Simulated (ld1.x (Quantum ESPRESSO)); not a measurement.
# An all-electron radial function and its pseudo partner (Pm (Z = 61))

Columns: radius, all-electron u(r) and pseudo u(r) of the 5s shell (level -44.41 eV) of promethium in the configuration [Kr] 4d10 4f4 5s2 5p6 5d1.5 6s1.5 6p0; PBEsol, scalar-relativistic, TM scheme, ld1.x (Quantum ESPRESSO) 7.5.

```
r (bohr)  all-electron  pseudo
   0.148        0.2447  0.0966
   0.295       -0.0021  0.1969
   0.443       -0.5259  0.3065
   0.590       -0.3515  0.4271
   0.738        0.1294  0.5605
   0.885        0.5666  0.6979
   1.033        0.8496  0.8248
   1.180        0.9779  0.9155
   1.328        0.9927  0.9491
   1.475        0.9360  0.9185
   1.623        0.8404  0.8368
   1.770        0.7305  0.7303
   1.918        0.6191  0.6191
   2.065        0.5159  0.5159
   2.213        0.4236  0.4236
   2.360        0.3445  0.3445
   2.508        0.2775  0.2775
   2.655        0.2223  0.2223
   2.802        0.1772  0.1772
   2.950        0.1404  0.1404
   3.098        0.1109  0.1109
   3.245        0.0874  0.0874
   3.393        0.0687  0.0687
   3.540        0.0539  0.0539
   3.688        0.0422  0.0422
   3.835        0.0330  0.0330
```

Task: How many radial nodes do the two functions have?

Result: The all-electron 5s function has n − l − 1 = 4 (the table is too coarse to show those close to the nucleus); the pseudo-wave has 0, since the states of the same l below it are removed with the core.

Task: At about which radius was the pseudo-wave matched?

Result: 1.95 bohr. The columns agree to 0.0005 from 1.77 bohr on; several derivatives are matched, so the curves merge somewhat inside the radius.

Task: Is the pseudo-wave norm-conserving?

Result: Yes: the TM scheme keeps the norm inside the radius equal to the all-electron one, which fixes the energy derivative of the logarithmic derivative at the level.
